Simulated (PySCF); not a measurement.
Sn(Me)2 (C₂H₆Sn), SMILES [CH3][Sn][CH3] (connectivity only; charge and spin as stated), neutral, multiplicity 1.

Geometry: PBE-D3(BJ)/def2-SVP. The def2 effective core potentials stand for the cores of Sn; spin–orbit coupling is left out.

All values below come from IEF-PCM-M06-2X/def2-SVP (PySCF 2.14.0).

The values are the electrostatic part of the solvation free energy, E(continuum) − E(gas) at the gas-phase geometry, in a cavity of scaled van der Waals radii (PySCF's table); cavitation and dispersion terms are not included. A continuum can't describe solvent molecules that bind to the metal. In vacuum the orbital gap is 5.37 eV. The dipole moment in vacuum is 0.15 D.

| solvent | ε | ΔG(elec) (kcal/mol) | dipole (D) | gap (eV) |
|---|---|---|---|---|
| water | 78.36 | -2.3 | 0.24 | 5.57 |
| n-hexane | 1.88 | -0.8 | 0.17 | 5.43 |
| tetrahydrofuran | 7.43 | -1.8 | 0.21 | 5.53 |
